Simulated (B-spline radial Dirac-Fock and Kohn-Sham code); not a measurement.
**Subshell cross sections of N³⁻, photon energy 93.8 eV**

System: N³⁻, [He] 2s2 2p6, inside a Watson sphere of charge +3 and radius 1.241 Å (a model of the Madelung potential; inside it an electron's potential energy is lowered by 34.8 eV).

Model: independent-particle photoionisation in a Dirac-Hartree-Slater potential with a Latter tail, all multipoles, thresholds from Dirac-Fock ΔSCF. Program: an atomic code on a B-spline grid. The asymmetry parameter β is from the dipole term alone. Kinetic energies are from the vacuum level.

| subshell | electrons | binding (eV) | kinetic (eV) | σ (kb) | β |
| --- | --- | --- | --- | --- | --- |
| 2s | 2 | 23.48 | 70.32 | 378 | 2.00 |
| 2p1/2 | 2 | 8.96 | 84.84 | 230 | 1.40 |
| 2p3/2 | 4 | 8.96 | 84.84 | ? | ? |

Question: What are σ and β for 2p3/2?

Answer: σ = 457 kb, the largest of all subshells and 43 % of the total, and β = 1.40.

At such low photon energies correlation between channels can change these cross sections by tens of per cent.

Values without a named source are computed, but for edge energies of neutral atoms, which are taken from tables.
